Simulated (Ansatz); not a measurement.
Cost and result for the atomization energy of C3H4BClS (`CBC(Cl)=C=S`) (10 atoms, 9 bonds).

```xyz
10

C    -0.414   -0.440   -1.531
B     0.019   -0.515   -0.039
C     0.213    0.714    0.842
Cl   -0.014    2.353    0.302
C     0.577    0.545    2.103
S     0.999    0.306    3.562
H     0.294   -1.000   -2.154
H    -0.517    0.570   -1.929
H    -1.371   -0.963   -1.650
H     0.215   -1.571    0.494
```

The species carries charge 0 and has multiplicity 1. Geometry: relaxed with PBE0-D4/def2-TZVP. It is one conformer, not always the lowest. Program: Ansatz. All runs use 4 threads of an Arm Neoverse N1 on a shared host. Times are those of one run each, without the atoms' runs, and a repeat can differ threefold. Electronic energies, without spin–orbit coupling; frozen cores. CCSD(T)/CBS adds CCSD(T) − MP2 in def2-TZVPP to the MP2 limit, and its time is that of the two runs behind it. T1 = 0.015. B3LYP takes the VWN-RPA correlation (the form of Gaussian; ORCA's B3LYP/G).

CCSD(T)/CBS is a level of theory with its own doubt, some kJ/mol a heavy atom from the limit and from the frozen cores, so smaller differences don't rank the functionals.

| level | functions | wall time |
| --- | --- | --- |
| PBE-D4/def2-TZVPP (with forces) | 264 | 4.8 s |
| PBE0-D4/def2-TZVPP | 264 | 6.5 s |
| r2SCAN-D4/def2-TZVPP (with forces) | 264 | 9.5 s |
| B3LYP-D4/def2-TZVPP (with forces) | 264 | 9.5 s |
| B2PLYP/def2-TZVPP | 264 | 12 s |
| ωB97X-V/def2-TZVPP | 264 | 15 s |
| ωB97M-V/def2-TZVPP (with forces) | 264 | 22 s |
| MP2/def2-QZVPP | 488 | 43 s |
| CCSD(T)/def2-TZVPP | 264 | 5.3 min |
| CCSD(T)/CBS(def2) | – | 6 min |

Question: What atomization energy does each give, and how far from CCSD(T)/CBS? (Best estimate.)

Answer: The calculation gave: 
```json
{"level": "PBE-D4/def2-TZVPP (with forces)", "atomization (kJ/mol)": "4132.1", "difference from CCSD(T)/CBS": "193.8", "per bond": "21.5"}
{"level": "PBE0-D4/def2-TZVPP", "atomization (kJ/mol)": "4030.2", "difference from CCSD(T)/CBS": "91.9", "per bond": "10.2"}
{"level": "r2SCAN-D4/def2-TZVPP (with forces)", "atomization (kJ/mol)": "4022.0", "difference from CCSD(T)/CBS": "83.7", "per bond": "9.3"}
{"level": "B3LYP-D4/def2-TZVPP (with forces)", "atomization (kJ/mol)": "3974.3", "difference from CCSD(T)/CBS": "36.0", "per bond": "4.0"}
{"level": "B2PLYP/def2-TZVPP", "atomization (kJ/mol)": "3932.6", "difference from CCSD(T)/CBS": "-5.7", "per bond": "-0.6"}
{"level": "ωB97X-V/def2-TZVPP", "atomization (kJ/mol)": "3959.7", "difference from CCSD(T)/CBS": "21.4", "per bond": "2.4"}
{"level": "ωB97M-V/def2-TZVPP (with forces)", "atomization (kJ/mol)": "3984.2", "difference from CCSD(T)/CBS": "45.9", "per bond": "5.1"}
{"level": "MP2/def2-QZVPP", "atomization (kJ/mol)": "4021.6", "difference from CCSD(T)/CBS": "83.3", "per bond": "9.3"}
{"level": "CCSD(T)/def2-TZVPP", "atomization (kJ/mol)": "3837.6", "difference from CCSD(T)/CBS": "-100.7", "per bond": "-11.2"}
{"level": "CCSD(T)/CBS(def2)", "atomization (kJ/mol)": "3938.3", "difference from CCSD(T)/CBS": "0.0", "per bond": "0.0"}
```

From PBE to PBE0 (25 % exact exchange), in def2-TZVPP and without D4, the atomization energy moves by −98.2 kJ/mol: exact exchange takes away binding that semilocal exchange gives to molecules. In def2-TZVPP, CCSD(T) changes the Hartree–Fock value by +978.0 kJ/mol (the triples alone add +90.3 kJ/mol) and MP2 by +1103.3 kJ/mol; breaking electron pairs costs correlation energy, which Hartree–Fock lacks. The D4 term adds +41.5 kJ/mol with B3LYP and +22.0 kJ/mol with PBE0; it sums over pairs of atoms, weighted by their polarisabilities, and B3LYP, whose exchange is more repulsive, gets the larger term.
